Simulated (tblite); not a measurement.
Species: CH8ClO2Si3 (doublet state).
Numbering: `[SiH3:1][O:2][CH2:3][SiH:4][O:5][SiH2:6][Cl:7]` (hydrogens: H8, H9, H10 on Si1; H11, H12 on C3; H13 on Si4; H14, H15 on Si6)

The geometry is computed with GFN2-xTB (gas phase). This method treats the open shell by occupation alone, without spin polarisation.

Question: List the bond lengths, angles and torsions at this level.

Answer: 
```tsv
bond	length (pm)
Si1–O2	162.2
O2–C3	140.6
C3–Si4	191.4
Si4–O5	163.2
O5–Si6	161.7
Si6–Cl7	200.7
Si1–H8, Si1–H9	146.6
Si1–H10	145.4
C3–H11, C3–H12	109.6
Si4–H13	146.2
Si6–H14, Si6–H15	145.3
```

Bonds in one row agree within 1 pm and their mean is given. A selection of angles:
```tsv
angle	degrees
O2–Si1–H8	111.4
O2–Si1–H9	110.4
O2–Si1–H10	98.7
H8–Si1–H9	108.1
H8–Si1–H10	114.3
Si1–O2–C3	128.4
O2–C3–Si4	106.2
O2–C3–H11	109.6
Si4–C3–H11	110.0
Si4–C3–H12	113.9
H11–C3–H12	107.1
C3–Si4–O5	106.6
C3–Si4–H13	114.1
O5–Si4–H13	104.2
Si4–O5–Si6	149.0
O5–Si6–Cl7	109.5
O5–Si6–H14	102.6
O5–Si6–H15	109.6
Cl7–Si6–H14	109.5
H14–Si6–H15	116.5
```

Torsions: Si1–O2–C3–Si4 -171° (antiperiplanar); O2–C3–Si4–O5 44° (synclinal); C3–Si4–O5–Si6 -1° (synperiplanar); Si4–O5–Si6–Cl7 50° (synclinal). The mirror-image conformer, all signs reversed, is as good.

Of the pairs four or more bonds apart, O2···Si6 is among the closest relative to their van der Waals radii: 3.33 Å, 92 % of the sum of Bondi's values. Si4 (silicon bonded to C, O and H) is pyramidal (angles 114.1°, 106.6° and 104.2°, sum 324.9°, 0.58 Å off the plane of its three neighbours). O2 (oxygen bonded to C and Si) is bent (angle 128.4°). Si1 (silicon bonded to O and 3 H) is distorted tetrahedral (angles from 98.7° to 114.3°). Si6 (silicon bonded to Cl, O and 2 H) is distorted tetrahedral (angles from 102.6° to 116.5°).

Point group: C1 (no symmetry element, even within 0.4 Å). Its GFN2-xTB frequencies are all real (lowest 33 cm⁻¹).
